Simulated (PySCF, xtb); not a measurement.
Cl₃Tl, SMILES [Cl][Tl]([Cl])[Cl].

Harmonic wavenumbers (cm⁻¹) from GFN2-xTB run with xtb at its own minimum, in rising order: 24, 44, 44, 161, 211, 211.

Q: What does PBE-D3(BJ)/def2-SVP in PySCF give at its own minimum? (The exact figures need the calculation; the answer reports its results.)

A: 67, 67, 77, 298, 334, 334. Paired by order, the mean absolute difference is 80 cm⁻¹ and the zero-point energies are 1.0 and 1.7 kcal/mol.
